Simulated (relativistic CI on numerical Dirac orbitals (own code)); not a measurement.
## Bi26+: q coefficients and field-shift factors

Calculated at this level of theory: Dirac-Coulomb-Breit CI, KLI orbitals optimised for each configuration, derivatives by finite differences, unscaled Slater integrals, QED left out (own radial code, finite nucleus).

Configurations in the expansion (outside the closed core [Ar] 3d10): 4s²4p⁶4d¹⁰4f¹¹, 4s²4p⁶4d¹⁰4f¹⁰5s, 4s²4p⁶4d¹⁰4f⁹5s², 4s²4p⁶4d⁹4f¹², 4s²4p⁶4d⁸4f¹³, 4s²4p⁵4d¹⁰4f¹², 4s4p⁶4d¹⁰4f¹², 4s²4p⁴4d¹⁰4f¹³. Levels of other configurations are missing.

With x = (α/α₀)² − 1 an excitation energy changes as ω = ω₀ + qx; K = 2q/ω₀ is the relative enhancement. Terms are leading LS components, so labels can repeat. The field-shift factor is F = δν/δ⟨r²⟩ for the transition from the lowest level.

Lowest level 4s²4p⁶4d¹⁰4f¹¹ ⁴I°15/2.

```tsv
Level	ω₀ (cm⁻¹)	q (cm⁻¹)	K	F (GHz/fm²)
4s²4p⁶4d¹⁰4f¹¹ ²G°9/2	29657.3	-3172	-0.214	0.266
4s²4p⁶4d¹⁰4f¹¹ ²H°11/2	35569.3	5580	0.314	0.856
4s²4p⁶4d¹⁰4f¹¹ ⁴I°13/2	40726.8	41090	2.02	2.95
4s²4p⁶4d¹⁰4f¹¹ ²P°3/2	45271.7	-1548	-0.0684	0.614
4s²4p⁶4d¹⁰4f¹¹ ⁴I°9/2	64944.8	43640	1.34	3.46
4s²4p⁶4d¹⁰4f¹¹ ²D°5/2	70540.2	13610	0.386	1.85
4s²4p⁶4d¹⁰4f¹¹ ⁴G°11/2	72642.2	44320	1.22	3.64
4s²4p⁶4d¹⁰4f¹¹ ⁴F°7/2	75306.3	38520	1.02	3.34
4s²4p⁶4d¹⁰4f¹¹ ⁴S°3/2	79576.5	40940	1.03	3.53
4s²4p⁶4d¹⁰4f¹¹ ²G°7/2	86224.4	18320	0.425	2.42
4s²4p⁶4d¹⁰4f¹¹ ²K°15/2	87228.2	35180	0.807	3.35
4s²4p⁶4d¹⁰4f¹¹ ⁴G°9/2	91140.6	44370	0.974	3.91
4s²4p⁶4d¹⁰4f¹¹ ²H°11/2	100920.6	70240	1.39	5.54
4s²4p⁶4d¹⁰4f¹¹ ²P°1/2	104079.4	41300	0.794	3.93
4s²4p⁶4d¹⁰4f¹¹ ²D°5/2	104514.5	28050	0.537	3.21
4s²4p⁶4d¹⁰4f¹¹ ²K°13/2	109453.0	43800	0.8	4.18
4s²4p⁶4d¹⁰4f¹¹ ⁴I°9/2	111029.3	80450	1.45	6.27
4s²4p⁶4d¹⁰4f¹¹ ⁴F°3/2	113562.0	54150	0.954	4.81
4s²4p⁶4d¹⁰4f¹¹ ⁴G°5/2	117443.7	49060	0.835	4.61
4s²4p⁶4d¹⁰4f¹¹ ⁴D°7/2	120544.5	39840	0.661	4.13
4s²4p⁶4d¹⁰4f¹¹ ²I°11/2	121541.6	35980	0.592	3.92
4s²4p⁶4d¹⁰4f¹¹ ²L°17/2	125859.7	36080	0.573	4
4s²4p⁶4d¹⁰4f¹¹ ⁴G°7/2	133384.7	78980	1.18	6.53
```

At this charge energies of transitions that change n are usually good to better than 1 %, and those within a shell (Δn = 0) to a few per cent. Terms inside the open d or f shell come out 10 to 20 % too wide with unscaled integrals.
